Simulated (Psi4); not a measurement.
Psi4 input (wB97X-D/6-311+G**):

```
memory 1500 MB

molecule {
1 1
O    -0.00000000   -0.00000000   -0.89733800
Si    0.00000000    0.00000000    0.64592700
H    -0.00000000   -0.00000000   -1.86427200
symmetry c1
no_reorient
no_com
}

set {
  basis 6-311+G**
  reference rks
  scf_type pk
  dft_radial_points 99
  dft_spherical_points 590
  e_convergence 1e-8
  d_convergence 1e-7
  maxiter 150
}

e = energy('wb97x-d')
print_out(f'\nFINAL {e:.10f} DIPOLE {variable("CURRENT DIPOLE")[0]:.6f} {variable("CURRENT DIPOLE")[1]:.6f} {variable("CURRENT DIPOLE")[2]:.6f}\n')
```

Output:

```
   => Loading Basis Set <=

    Name: 6-311+G**
    Role: ORBITAL
    Keyword: BASIS
    atoms 1 entry O          line   171 file 6-311pgss.gbs
    atoms 2 entry SI         line   351 file 6-311pgss.gbs
    atoms 3 entry H          line    42 file 6-311pgss.gbs

   => WB97X-D: Empirical Dispersion <=

    Chai and Head-Gordon Dispersion Correction
    Chai, J.-D.; Head-Gordon, M. (2010), J. Chem. Phys., 132: 6615-6620

        s6 =       1.000000

         ---------------------------------------------------------
                                   SCF
               by Justin Turney, Rob Parrish, Andy Simmonett
                          and Daniel G. A. Smith
                              RKS Reference
         ---------------------------------------------------------

  ==> Geometry <==

    Molecular point group: c1
    Full point group: C_inf_v

    Geometry (in Angstrom), charge = 1, multiplicity = 1:

       Center              X                  Y                   Z               Mass
    ------------   -----------------  -----------------  -----------------  -----------------
         O            0.000000000000     0.000000000000    -0.897338000000    15.994914619570
         SI           0.000000000000     0.000000000000     0.645927000000    27.976926534650
         H            0.000000000000     0.000000000000    -1.864272000000     1.007825032230

  Running in c1 symmetry.

  Rotational constants: A = ************  B =      0.60089  C =      0.60089 [cm^-1]
  Rotational constants: A = ************  B =  18014.09737  C =  18014.09737 [MHz]
  Nuclear repulsion =   45.733732298183398

  Charge       = 1
  Multiplicity = 1
  Electrons    = 22
  Nalpha       = 11
  Nbeta        = 11

  ==> Algorithm <==

  SCF Algorithm Type is PK.
  DIIS enabled.
  MOM disabled.
  Fractional occupation disabled.
  Guess Type is SAD.
  Energy threshold   = 1.00e-08
  Density threshold  = 1.00e-07
  Integral threshold = 1.00e-12

  ==> Primary Basis <==

  Basis Set: 6-311+G**
    Blend: 6-311+G**
    Number of shells: 28
    Number of basis functions: 58
    Number of Cartesian functions: 60
    Spherical Harmonics?: true
    Max angular momentum: 2

  ==> DFT Potential <==

   => LibXC <=

    Version 7.1.2
    S. Lehtola, C. Steigemann, M. J. T. Oliveira, and M. A. L. Marques,  SoftwareX 7, 1–5 (2018) (10.1016/j.softx.2017.11.002)

   => Composite Functional: WB97X-D <=

    wB97X-D Hyb-GGA Exchange-Correlation Functional

    J.-D. Chai and M. Head-Gordon,  Phys. Chem. Chem. Phys. 10, 6615–6620 (2008) (10.1039/B810189B)

    Deriv               =              1
    GGA                 =           TRUE
    Meta                =          FALSE

    Exchange Hybrid     =           TRUE
    MP2 Hybrid          =          FALSE

   => Exchange-Correlation Functionals <=

    1.0000   wB97X-D range-separated functional

   => Exact (HF) Exchange <=

    0.7780            HF,LR [omega = 0.2000]
    0.2220               HF

   => LibXC Density Thresholds  <==

    XC_HYB_GGA_XC_WB97X_D:  1.00E-14

   => Molecular Quadrature <=

    Radial Scheme          =       TREUTLER
    Pruning Scheme         =           NONE
    Nuclear Scheme         =       TREUTLER

    Blocking Scheme        =         OCTREE
    BS radius alpha        =              1
    Pruning alpha          =              1
    Radial Points          =             99
    Spherical Points       =            590
    Total Points           =         170391
    Total Blocks           =           1323
    Max Points             =            256
    Max Functions          =             58
    Weights Tolerance      =       1.00E-15

  ==> Integral Setup <==

  Using in-core PK algorithm.
   Calculation information:
      Number of atoms:                   3
      Number of AO shells:              28
      Number of primitives:             50
      Number of atomic orbitals:        60
      Number of basis functions:        58

      Integral cutoff                 1.00e-12
      Number of threads:                 1

  Performing in-core PK
  Using 4393848 doubles for integral storage.
  We computed 79972 shell quartets total.
  Whereas there are 82621 unique shell quartets.

  Computing range-separated integrals for PK
  We computed 79972 wK shell quartets total.
  Whereas there are 82621 wK unique shell quartets.

  ==> DiskJK: Disk-Based J/K Matrices <==

    J tasked:                  Yes
    K tasked:                  Yes
    wK tasked:                 Yes
    Omega:               2.000E-01
    Schwarz Cutoff:          1E-12


  Cached 100.0% of DFT collocation blocks in 0.239 [GiB].

  Minimum eigenvalue in the overlap matrix is 9.5114276423E-04.
  Reciprocal condition number of the overlap matrix is 1.7084088638E-04.
    Using symmetric orthogonalization.

  ==> Pre-Iterations <==

  SCF Guess: Superposition of Atomic Densities via on-the-fly atomic UHF (no occupation information).

   -------------------------
    Irrep   Nso     Nmo
   -------------------------
     A         58      58
   -------------------------
    Total      58      58
   -------------------------

  ==> Iterations <==

                        Total Energy        Delta E     RMS |[F,P]|

   @RKS iter SAD:  -364.67583288266508   -3.64676e+02   0.00000e+00
   @RKS iter   1:  -364.90480347633530   -2.28971e-01   1.09199e-02 ADIIS/DIIS
   @RKS iter   2:  -364.76354769084389    1.41256e-01   1.48137e-02 ADIIS/DIIS
   @RKS iter   3:  -365.02981855615388   -2.66271e-01   1.16753e-03 ADIIS/DIIS
   @RKS iter   4:  -365.03103050775729   -1.21195e-03   1.71608e-04 ADIIS/DIIS
   @RKS iter   5:  -365.03106608777841   -3.55800e-05   2.78654e-05 DIIS
   @RKS iter   6:  -365.03106822149141   -2.13371e-06   5.54856e-06 DIIS
   @RKS iter   7:  -365.03106829401730   -7.25259e-08   1.38028e-06 DIIS
   @RKS iter   8:  -365.03106829959597   -5.57867e-09   3.06733e-07 DIIS
   @RKS iter   9:  -365.03106829990270   -3.06727e-10   3.75079e-08 DIIS
  Energy and wave function converged.

  ==> Post-Iterations <==

   Electrons on quadrature grid:
      Ntotal   =   22.0000000787 ; deviation = 7.871e-08

    Orbital Energies [Eh]
    ---------------------

    Doubly Occupied:

       1A    -66.611842     2A    -19.552184     3A     -5.735953
       4A     -4.080709     5A     -4.080709     6A     -4.076574
       7A     -1.403579     8A     -0.984013     9A     -0.739405
      10A     -0.739405    11A     -0.688170

    Virtual:

      12A     -0.253124    13A     -0.253124    14A     -0.144711
      15A     -0.080354    16A     -0.052907    17A     -0.052907
      18A     -0.044549    19A     -0.013439    20A      0.062821
      21A      0.062821    22A      0.119788    23A      0.154057
      24A      0.161178    25A      0.161178    26A      0.276765
      27A      0.303030    28A      0.385407    29A      0.385408
      30A      0.433807    31A      0.436231    32A      0.436231
      33A      0.846558    34A      0.860991    35A      0.860991
      36A      1.024205    37A      1.024205    38A      1.065176
      39A      1.112846    40A      1.278210    41A      1.299165
      42A      1.299165    43A      1.977766    44A      2.589975
      45A      2.589977    46A      2.611392    47A      2.918756
      48A      2.918756    49A      3.723413    50A      4.761551
      51A      4.761551    52A      5.244288    53A      5.434947
      54A     11.078981    55A     11.078981    56A     11.394447
      57A     49.717183    58A    140.856168

    Final Occupation by Irrep:
              A
    DOCC [    11 ]
    NA   [    11 ]
    NB   [    11 ]

  @RKS Final Energy:  -365.03106829990270

   => Energetics <=

    Nuclear Repulsion Energy =             45.7337322981833978
    One-Electron Energy =                -589.4955454816454221
    Two-Electron Energy =                 200.0579176971842230
    DFT Exchange-Correlation Energy =     -21.3270641642109204
    Empirical Dispersion Energy =          -0.0001086494139570
    VV10 Nonlocal Energy =                  0.0000000000000000
    Total Energy =                       -365.0310682999026426

Computation Completed

Properties will be evaluated at   0.000000,   0.000000,   0.000000 [a0]

Properties computed using the SCF density matrix

 Multipole Moments:

 ------------------------------------------------------------------------------------
     Multipole            Electronic (a.u.)      Nuclear  (a.u.)        Total (a.u.)
 ------------------------------------------------------------------------------------

 L = 1.  Multiply by 2.5417464519 to convert [e a0] to [Debye]
 Dipole X            :         -0.0000000            0.0000000           -0.0000000
 Dipole Y            :         -0.0000000            0.0000000           -0.0000000
 Dipole Z            :          0.1227224            0.0000038            0.1227261
 Magnitude           :                                                    0.1227261

 ------------------------------------------------------------------------------------

FINAL -365.0310682999 DIPOLE -0.000000 -0.000000 0.122726

*** Psi4 exiting successfully. Buy a developer a beer!
```

The dipole moment of an ion depends on the origin.

The geometry given is a B3LYP-D3(BJ)/def2-TZVP minimum.
